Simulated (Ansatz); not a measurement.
Ansatz (a quantum-chemistry and plane-wave program) input (BLYP/def2-TZVPD):

Ansatz 0.2 input:
```yaml
crystal:
  periodic: [false, false, false]
  atoms:
    - {symbol: B, position_ang: [0.04661859, -0.36024849, 0.32064487]}
    - {symbol: Cl, position_ang: [-0.03165284, 0.98264223, -0.87258709]}
    - {symbol: N, position_ang: [1.34765678, -0.71434788, 0.80951212]}
    - {symbol: N, position_ang: [-1.13547270, -0.93076015, 0.78825076]}
    - {symbol: H, position_ang: [2.00281384, -1.07040658, 0.11462526]}
    - {symbol: H, position_ang: [-2.04152664, -0.66188270, 0.44604065]}
    - {symbol: H, position_ang: [-1.14157061, -1.65562986, 1.48575025]}
basis:
  gaussian:
    orbitals: def2-TZVPD
hamiltonian:
  xc: {name: BLYP}
magnetization: {spin_polarized: true, initial_magnetization: 1}
output: {forces: true}
```

Output:

```
Functional definition: BLYP
integrals: 0.09 GiB planned
956 factors; their error is unknown
mean field: 0.89 GiB planned
mean field evaluation 1: about -16200.6303 eV, gradient 7.9e1 eV
mean field evaluation 2: about -15920.1454 eV, gradient 1.9e2 eV
mean field evaluation 4: about -16225.8613 eV, gradient 2.8e1 eV
mean field evaluation 8: about -16229.8259 eV, gradient 6.1e-1 eV
mean field evaluation 16: about -16229.8174 eV, gradient 7.6e-4 eV
mean field -16229.81738204 eV, -596.4347878246 hartree, gradient 4.0e-5 eV, S^2 0.753062; 1 other end points of the search recorded, 0 dependent functions left out
the calculation of the forces begins
reference -16229.81773579 eV, -596.4348008249 hartree; 20, 19 occupied and 164, 165 virtual orbitals, 956 factors
Total energy: -16229.81773579 eV, -596.4348008249 hartree
Atom 0 at     0.046619    -0.360248     0.320645 Å, force     0.273786    -0.062880     0.015488 eV/Å
Atom 1 at    -0.031653     0.982642    -0.872587 Å, force     0.010012     0.283123    -0.236782 eV/Å
Atom 2 at     1.347657    -0.714348     0.809512 Å, force    -0.067208     0.065469     0.228949 eV/Å
Atom 3 at    -1.135473    -0.930760     0.788251 Å, force    -0.108221     0.004454     0.062438 eV/Å
Atom 4 at     2.002814    -1.070407     0.114625 Å, force     0.262452    -0.093796    -0.207438 eV/Å
Atom 5 at    -2.041527    -0.661883     0.446041 Å, force    -0.343126     0.061803    -0.112909 eV/Å
Atom 6 at    -1.141571    -1.655630     1.485750 Å, force    -0.027694    -0.258175     0.250254 eV/Å
Dipole moment:    -0.299344    -0.394395     0.013146 e Å
```

It need not be the lowest isomer of its formula.
